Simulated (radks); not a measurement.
Q: The iridium ion Ir4+, [Xe] 4f14 5d5. Calculated with a radial shooting solver on a logarithmic mesh with Libxc functionals: non-relativistic Kohn-Sham, PBE, spin-polarised, spherical densities, point nucleus. Every spin shell is full or empty, so the densities are truly spherical. Functionals are evaluated on that one density, not self-consistently. Rank these orbital-free kinetic functionals by their error against the exact value of the orbitals, and give that value: Thomas-Fermi, von Weizsacker, TF + vW, TF + vW/5, APBEK, revAPBEK, Perdew 92, Thakkar, Pearson, LKT, PG1, DePristo-Kress, Ernzerhof.

A: Exact: 16802.2 hartree. From best to worst, with 100 (|E| - |E exact|)/|E exact| (equal figures are ties): APBEK +0.03, revAPBEK +0.17, DePristo-Kress -0.21, Ernzerhof -0.49, Perdew 92 -0.70, Thakkar -0.79, Pearson -0.87, TF + vW/5 +2.48, Thomas-Fermi -4.70, PG1 +12.59, LKT +16.14, TF + vW +31.20, von Weizsacker -64.11.
